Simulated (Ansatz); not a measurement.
Consider the formal exchange of groups at a C–Si bond: `C[Si](N)(F)P` + `FC1CO1` → `CC1(F)CO1` + `N[SiH](F)P`.

Computed with Ansatz on PBE0-D4/def2-TZVP structures; ΔE is electronic, products minus reactants. CCSD(T)/CBS is the MP2 limit (def2-TZVPP, def2-QZVPP) plus CCSD(T) − MP2 in def2-TZVPP, frozen cores. Functionals use def2-TZVPP. B3LYP here is the variant with VWN-RPA as its local correlation; programs differ in this. Each species was taken in one conformer, which may not be the lowest.

```tsv
level	ΔE (kcal/mol)	difference from CCSD(T)/CBS
B3LYP-D4	5.9	0.4
PBE	5.6	0.1
r2SCAN	5.7	0.2
MP2/def2-TZVPP	5.7	0.2
SCS-MP2/def2-TZVPP	5.1	-0.4
CCSD(T)/def2-TZVPP	5.4	-0.1
SCS-MP2/def2-QZVPP	5.1	-0.4
HF/CBS(def2)	3.8	-1.7
MP2/CBS(def2)	5.8	0.3
CCSD/CBS(def2)	5.4	-0.1
CCSD(T)/CBS	5.5	0
```

Largest T1 diagnostic among the species: 0.012.

In def2-TZVPP, CCSD(T) changes the Hartree–Fock value by +1.5 kcal/mol (the triples alone add +0.1 kcal/mol) and MP2 by +1.8 kcal/mol. The D4 term adds +0.8 kcal/mol with B3LYP and +0.5 kcal/mol with PBE0; it sums over pairs of atoms, weighted by their polarisabilities, and B3LYP, whose exchange is more repulsive, gets the larger term.
